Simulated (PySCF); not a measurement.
C2H6FGeO2P.
Atom-mapped SMILES: `[F:1][Ge:2]1([PH2:3])[O:4][CH2:5][CH2:6][O:7]1` (hydrogens: H8, H9 on P3; H10, H11 on C5; H12, H13 on C6)

Cartesian coordinates in Å at the PBE0-D3(BJ)/def2-SVP level; atoms count from 1:
```xyz
13
C2H6FGeO2P angstrom
F      1.1971   -1.4214    1.2948
Ge     0.8572   -0.3719   -0.0481
P      2.7778    0.0218   -1.2334
O     -0.5184   -1.0100   -0.9714
C     -1.6841   -0.3876   -0.4575
C     -1.3244    1.0364   -0.0213
O     -0.0423    1.0238    0.5826
H      3.3774    0.5988   -0.0707
H      3.2658   -1.2850   -0.9246
H     -2.4592   -0.3787   -1.2395
H     -2.0709   -0.9648    0.4036
H     -2.0588    1.4230    0.7032
H     -1.3177    1.7130   -0.8966
```

Linear response at B3LYP/def2-SVPD (PySCF, frozen core in the response, non-relativistic). Relativistic effects, spin–orbit coupling among them, are left out although an element past zinc is present.

Static isotropic polarisability: 84.59 au (12.53 Å³), principal values 71.2, 75.0, 107.6 au.

**Question.** What is the polarisability at 1064 nm and at the sodium D line?

**Answer.** 85.44 au at 1064 nm (+1.0 %), 87.45 au at 589.3 nm (+3.4 %). The rise at 589.3 nm is 3.39 times that at 1064 nm; a pure ω² law gives 3.26. The lowest singlet lies at 213 nm, shorter than both wavelengths.

**Question.** What is the isotropic C6 coefficient between two such molecules, C6 = (3/π)∫α(iω)² dω?

**Answer.** 2754 au (Eh·bohr⁶) by a ten-point quadrature over imaginary frequencies, which is 1650 eV·Å⁶ or 159 J·nm⁶/mol.

**Question.** Which effective excitation energy ω̄ makes London's formula C6 = (3/4)α²ω̄ exact here?

**Answer.** ω̄ = 4·C6/(3α²) = 0.513 Eh = 14.0 eV. A one-pole form α(ω) = α/(1 − ω²/ω̄²) fitted to the 1064 nm value gives 11.7 eV.

**Question.** What n − 1 at the D line would an ideal gas of it have at 273.15 K and 1 atm (2.6868 × 10¹⁹ cm⁻³), by n − 1 = 2π·N·α′?

**Answer.** 21.88 × 10⁻⁴, a formal value whether or not that pressure can be reached.

**Question.** How anisotropic is the static polarisability, by Δα² = ½[(α1 − α2)² + (α2 − α3)² + (α3 − α1)²]?

**Answer.** Δα = 34.7 au, or 0.41 of the isotropic value.

**Question.** What molar refraction at the D line follows from R = (4π/3)·N_A·α′, with α′ the polarisability volume?

**Answer.** α′ = 12.96 Å³ gives R = 32.69 cm³/mol, for isolated, non-vibrating species.

**Question.** What does −C6/R⁶ come to at R = 12 Å between centres?

**Answer.** -53 J/mol. This is the leading, orientation-averaged term; C8 and higher terms are left out.

Hardware: an x86-64 server with one thread, on a shared host. Cost: 48 s. This is the whole response run at B3LYP/def2-SVPD, SCF included.

One conformer stands for the species.
